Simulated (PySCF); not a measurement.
Input of a run (PBE0-D3(BJ)/def2-SVP geometry optimisation, gas phase (PySCF 2.14.0)), started from GFN2-xTB:
```
{"job": {"xc": "PBE0", "basis": "def2-SVP", "d3": "d3bj", "grid": 2, "kind": "geom"}, "charge": 0, "multiplicity": 1}
C      2.407090     0.445726     2.445049
C      1.654930     0.536443     1.510998
C      0.785919     0.652974     0.418480
C      0.689107     1.706337    -0.493499
C     -0.305562     1.373700    -1.394549
C     -0.812844     0.118337    -1.029290
C     -1.833757    -0.627982    -1.645971
S     -2.660392    -0.137168    -2.973818
N     -0.123537    -0.297906     0.086156
C     -0.320873    -1.532661     0.791936
H      3.068256     0.378934     3.256526
H      1.285731     2.596538    -0.477471
H     -0.649443     1.948044    -2.231347
H     -2.090706    -1.591130    -1.214362
H      0.375525    -1.572402     1.628860
H     -0.135375    -2.386145     0.136098
H     -1.341065    -1.599608     1.176294
```

Output (energies in Eh, forces in Eh/bohr):
```
step   0  E = -760.98063171  max force = 0.016698
step   1  E = -760.98325483  max force = 0.002869
step   2  E = -760.98314099  max force = 0.003043
step   3  E = -760.98328515  max force = 0.000950
step   4  E = -760.98330029  max force = 0.000714
step   5  E = -760.98330202  max force = 0.000314
optimisation converged
```

Question: Summarise the run.

Answer: The energy falls by 1.7 kcal/mol over 6 energy and gradient evaluations, the largest force component goes from 0.0167 to 3.1e-04 Eh/bohr, and the atoms move by 0.037 Å rms after alignment. The bond that changes most is C1–H11 (terminal alkyne carbon to alkyne hydrogen), which lengthens by 0.026 Å. Bonds longer at the end by more than 0.005 Å: 15 of 17; shorter: 0. Among the angles that change most is C6–C7–H14, from 117.9° to 115.0°. The energy rose by more than 1e-6 Eh at step 2. The first step brought 98 % of the lowering.

Question: What are the final bond lengths?

Answer: C1≡C2 1.215 Å, C2–C3 1.414 Å, C3–C4 1.404 Å, C4–C5 1.393 Å, C5–C6 1.403 Å, C6–C7 1.428 Å, C7=S8 1.635 Å, C6–N9 1.382 Å, N9–C10 1.443 Å, C3–N9 1.368 Å, C1–H11 1.075 Å, C4–H12 1.087 Å, C5–H13 1.088 Å, C7–H14 1.101 Å, C10–H15 1.097 Å, C10–H16 1.100 Å, C10–H17 1.100 Å. Numbering counts from 1 in the input's order; the species is `C#CC1=CC=C(C=S)N1C`.

The run used 179 basis functions and 50 SCF cycles in all.

Stationary, but not proved a minimum. One conformer, not necessarily the lowest.

Shape of the structure used: `[CH:1]#[C:2][c:3]1[cH:4][cH:5][c:6]([CH:7]=[S:8])[n:9]1[CH3:10]`: C5–C6–C7–S8 0°.
